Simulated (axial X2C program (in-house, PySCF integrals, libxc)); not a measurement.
**Curves of ClIrCl from open-shell CI on d7 s0 p(π)0**

Calculated with an axial X2C code built on PySCF integrals: two-component X2C with atomic mean-field Coulomb and Gaunt terms, basis Cl dyall-av3z, Ir dyall-v3z (cores contracted in-house). Orbitals come from Hartree–Fock averaged over the configuration Ir d7 s0 p(π)0; CI then distributes these electrons over the d, s, p(π) shells of Ir.

Scan along the symmetric stretch (R is each bond); masses Cl 34.969 u, Ir 192.963 u, Cl 34.969 u. Energies in cm⁻¹ from the lowest point; levels are followed by energy order within each Ω. Lowest level at 2.281 Å: 100% d7.

```tsv
R (Å)	(1)Ω=9/2	(1)Ω=7/2	(1)Ω=5/2	(1)Ω=1/2	(1)Ω=3/2
2.121	5577	4122	4785	6292	6089
2.201	1470	962	1621	2492	2483
2.281	0	84	720	1112	1216
2.372	586	1052	1635	1665	1837
2.463	2805	3460	3963	3776	3980
2.566	6576	7314	7714	7392	7608
2.692	12303	13162	13499	13111	13324
```

Fit the curves (1)Ω=9/2, (1)Ω=7/2, (1)Ω=5/2 near their minima.

From the open-shell CI curves, Te from the lowest:

| level | Te (cm⁻¹) | Re (Å) | ωe (cm⁻¹) |
| --- | --- | --- | --- |
| (1)Ω=9/2 | 0 | 2.300 | 360.5 |
| (1)Ω=7/2 | 130 | 2.279 | 352.5 |
| (1)Ω=5/2 | 767 | 2.281 | 348.9 |

Without dynamic correlation distances can be off by several hundredths of an Å (long for ionic bonds, short for multiple bonds) and the wavenumbers are rough.

The 5 lowest curves are shown; the next is (2)Ω=7/2, from 5476 cm⁻¹.

Dynamic correlation is missing, so gaps between terms are too wide and other configurations may lie lower; the lowest level listed is that of this model, not necessarily the ground state. For d shells the ligand-field splittings (σ, π, δ) and their order can be off by a thousand cm⁻¹ or more. At most 4 roots were kept for each Ω > 0 (twice that for Ω = 0) within 3.2 eV of the lowest, so higher up levels can be missing between those listed; levels with Ω > 0 are doubly degenerate and listed once, Ω = 0 levels singly. Some active spinors are only partly of the character that their shell is named for, so the shell names and counts are nominal. States that fill the shells left empty in the average are placed too high. The molecule was held linear; bending was not examined.
